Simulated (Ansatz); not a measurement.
Ideal-gas functions of CH$_{5}$NSSi (`N[SiH2]C=S`) at 500 K and 1 bar, from an Ansatz frequency run at PBE0-D4/def2-TZVP.

Molar mass 91.21 g/mol, point group C1 (symmetry number 1), electronic degeneracy 1, moments of inertia 53.667, 188.914, 236.605 u Å². Harmonic wavenumbers (cm⁻¹, unscaled): 89, 157, 168, 287, 334, 479, 627, 708, 762, 806, 889, 928, 984, 1103, 1258, 1555, 2175, 2202, 3073, 3586, 3714.

Use S(trans) = R[1.5 ln M + 2.5 ln T − 1.1517]; rotational temperatures θ = 24.2544 K / I; S(rot) = R[ln(√π/σ · √(T³/θAθBθC)) + 1.5]; for each mode x = 1.438777 ν̃/T, S = R[x/(eˣ − 1) − ln(1 − e⁻ˣ)] and H = RT x/(eˣ − 1); 1 cm⁻¹ = 0.0119627 kJ/mol; R = 8.31446 J/(mol·K).

Q: By hand: the entropy, in J/(mol·K).

A: Translation 175.9. Rotation: θ = 0.4519, 0.1284, 0.1025 K, giving 116.0. Vibration, mode by mode: 19.66, 14.99, 14.44, 10.14, 8.96, 6.27, 4.45, 3.70, 3.27, 2.96, 2.46, 2.25, 1.98, 1.51, 1.05, 0.52, 0.12, 0.11, 0.01, 0.00, 0.00, in all 98.9. Electronic 0.0. Sum 390.8 J/(mol·K).

Q: By hand: H − E and G − E in kJ/mol, counted from the electronic energy.

A: Zero-point energy ½ × 25884 × 0.0119627 = 154.8; thermal vibration 26.0; translation, rotation and pV give 4 RT = 16.6. H − E = 197.4 kJ/mol, and G − E = 197.4 − 500 × 390.8/1000 = 2.0 kJ/mol.

Vibration gives 25 % of the entropy, 19.7 J/(mol·K) of it from the mode under 150 cm⁻¹: soft modes count most, and the harmonic formula is weakest for them. The sum counts one conformer and one mirror image; others add a mixing term.
